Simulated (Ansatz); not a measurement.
CH6BNOSi from Hartree–Fock to CCSD(T)

Z-matrix (Å, degrees):
```
N
C 1 1.348
H 1 1.010 2 120.1
H 1 1.008 2 116.4 3 148.5
O 2 1.334 1 114.7 3 31.0
B 2 1.517 1 125.9 3 -150.9
H 5 0.966 2 111.6 1 9.4
Si 6 1.855 2 116.2 1 28.6
H 6 1.193 2 119.4 1 -159.3
H 8 1.495 6 123.2 2 0.5
H 8 1.485 6 127.6 2 174.2
```

Total charge 0; spin multiplicity 1. The bonds changed during the relaxation, so this is another structure than the one it started from. All single points use the PBE0-D4/def2-TZVP geometry. It is one conformer, not always the lowest. Frozen core, restricted reference, Ansatz 0.2.0. CBS rows extrapolate triple and quadruple zeta; past MP2 they add the triple-zeta difference.

```tsv
basis	HF (Eh)	MP2 corr.	CCSD corr.	(T)	CCSD(T) total
def2-TZVPP	-484.30254	-0.84284	-0.87926	-0.04120	-485.22300
def2-QZVPP	-484.32027	-0.90228	–	–	–
CBS(def2)	-484.32271	-0.94631	-0.98274	as TZ	-485.34665
```
